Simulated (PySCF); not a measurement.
Computed shifts of a molecule C3H6FNSi, KT2/pcSseg-1 (PySCF), GIAO, gas phase, atoms alike by connectivity averaged where their shifts nearly agree, in ppm (number of nuclei): ¹⁹F: -160.4 (1). ²⁹Si: -9.8 (1). ¹³C: 152.4 (1), 121.1 (1), 57.6 (1). ¹⁵N: 58.2 (1). ¹H: 7.41 (1), 6.26 (1), 5.97 (1), 4.51 (1), 4.30 (1), 1.98 (1). References: ¹⁹F against CFCl3 (σ = 127.1 ppm); ²⁹Si against TMS (σ = 361.9 ppm); ¹³C against TMS (σ = 185.1 ppm); ¹⁵N against NH3 (σ = 266.2 ppm); ¹H against TMS (σ = 31.47 ppm), references at their B3LYP-D3(BJ)/def2-TZVP geometries, non-relativistic. Coordinates come from a PBE0-D3(BJ)/def2-SVP optimisation. Other conformers were not sampled.

### Question
Which structure fits?
A) F[Si@H]1C=CCN1
B) NCC#C[SiH2]F
C) C#C[Si@H](N)CF
D) C#C[Si@H](F)CN

### Answer
A, F[Si@H]1C=CCN1
